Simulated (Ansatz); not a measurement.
Computed with Ansatz on PBE0-D4/def2-TZVP structures; ΔE is electronic, products minus reactants. CCSD(T)/CBS adds triple-zeta CCSD(T) − MP2 to the extrapolated MP2 energy (def2 sets, frozen cores). This one scheme is used for every species, atoms too. DFT in def2-TZVPP. Open shells (•) are unrestricted, without spin–orbit coupling. Spin–orbit coupling would lower the free atoms: a little for C, O; clearly for Se. Bonds to Se are less sure, by a few kJ/mol each and by 10 to 20 or more in all where they break to atoms, as the def2 sets lack core-valence functions. Scalar relativity is left out up to krypton. One conformer a species, not always the lowest.

Reaction (atomization): `OC#C[SeH]` → 2 C• + 2 H• + O• + Se•

| level | ΔE (eV) |
| --- | --- |
| revPBE-D4 | 23.71 |
| PBE-QIDH | 23.26 |

(1) What does CCSD(T)/CBS give? (Estimate.)

Largest T1 diagnostic among the species: 0.012.

Answers

(1) The calculation gave: +23.39 eV. The listed levels differ from it by 0.32, -0.13 eV.

Leaving LDA and LC-ωPBE aside and taking each functional with its dispersion term where it has one, the values, not all of them listed here, spread over 2.64 eV, from BHLYP-D4 to PBE-D4. LDA lies +3.82 eV from PBE without D4, its usual overbinding. In def2-TZVPP, CCSD(T) changes the Hartree–Fock value by +7.73 eV (the triples alone add +0.64 eV) and MP2 by +8.68 eV; breaking electron pairs costs correlation energy, which Hartree–Fock lacks.

For atomizations the MP2-based limit and the directly extrapolated one differ by several kJ/mol either way, and by 10 to 25 for some Ge, Se and Sn compounds, so smaller differences from it don't rank the levels.
